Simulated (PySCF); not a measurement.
## Molecular orbitals of NaSb

LDA at R = 2.925 Å; Na x2c-SVPall, Sb x2c-SVPall; spin-free X2C with a Gaussian nucleus (PySCF 2.14). State: ³Σ⁻ (triplet), unpaired electrons π ↑↑. Only the outer orbitals are listed, counted within each symmetry.

```tsv
spin	orbital	occ.	ε (eV)	on Na (%)	main shells (%)
α	6π	1	-28.50	100	100 Na p
α	6π	1	-28.50	100	100 Na p
α	12σ	1	-28.47	100	100 Na p
α	13σ	1	-11.87	3	97 Sb s
α	14σ	1	-4.28	24	76 Sb p, 22 Na s
α	7π	1	-4.18	5	95 Sb p
α	7π	1	-4.18	5	95 Sb p
α	15σ	0	-2.03	87	68 Na s, 19 Na p, 12 Sb p
α	8π	0	-0.13	95	95 Na p
α	8π	0	-0.13	95	95 Na p
β	6π	1	-28.51	100	100 Na p
β	6π	1	-28.51	100	100 Na p
β	12σ	1	-28.48	100	100 Na p
β	13σ	1	-10.84	4	96 Sb s
β	14σ	1	-3.77	35	64 Sb p, 34 Na s
β	7π	0	-2.98	9	90 Sb p, 8 Na p
β	7π	0	-2.98	9	90 Sb p, 8 Na p
β	15σ	0	-2.01	79	54 Na s, 25 Na p, 20 Sb p
```

Which are the highest filled and the lowest empty level, where do they sit, and how wide is the gap?

Highest filled β 14σ at -3.77 eV (in %: 64 Sb p, 34 Na s); lowest empty β 7π at -2.98 eV (in %: 90 Sb p, 8 Na p); the gap at LDA is 0.79 eV.

The bond order (Mayer) is 1.09, the ⟨S²⟩ is 2.018 and the charge on Na (Mulliken, basis-dependent) is 0.25. The charge on Na (Löwdin, basis-dependent) is 0.03. The dipole moment (positive dipole means Na(−)Sb(+)) is -5.66 D. The polarisability along the bond is 164.5 bohr³. The polarisability across the bond is 69.6 bohr³.

Spin–orbit coupling is left out. The state was picked by a PBE0 search and need not be the measured ground state.
